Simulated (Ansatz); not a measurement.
The same path of CH5OSb (8 atoms, charge 0, multiplicity 1) was run twice with different band settings. The coordinate that changes most is the dihedral C1–O2–Sb3–H8.

Level of theory: RKS B3LYP/def2-SVP in Ansatz.

Relaxed end points:

```xyz
8
Properties=species:S:1:pos:R:3
C -0.464 1.159 -0.159
O -0.519 -0.110 0.441
Sb 0.426 -1.652 -0.459
H -0.745 1.158 -1.233
H 0.536 1.634 -0.078
H -1.181 1.816 0.365
H 2.001 -1.359 0.219
H 0.039 -2.705 0.849
```

```xyz
8
Properties=species:S:1:pos:R:3
C -0.356 0.979 0.267
O -1.008 -0.066 -0.411
Sb -0.056 -1.794 -0.776
H 0.545 1.343 -0.269
H -0.040 0.695 1.292
H -1.061 1.826 0.354
H 1.431 -1.075 -1.324
H 0.638 -1.966 0.811
```

Common settings: movable images 5; climbing image yes; spring 5.0 eV/Å²; optimiser quadratic models (default); force threshold 0.03 eV/Å; iteration limit 60; end points relaxed.

| run | start path |
| --- | --- |
| 1 | IDPP |
| 2 | straight line |

Q: What does each run give, and how far can it be trusted?

A: Run 1: converged after 7 iterations, highest image 0.022 eV above the first end. A vibrational analysis at the climbing image gives one clearly imaginary mode, 125i cm⁻¹: a first-order saddle point.
Run 2: converged after 9 iterations, highest image 0.022 eV above the first end. Another band between the same ends (5 images) ends at a top of the same energy, where a vibrational analysis finds 1 clearly imaginary mode.
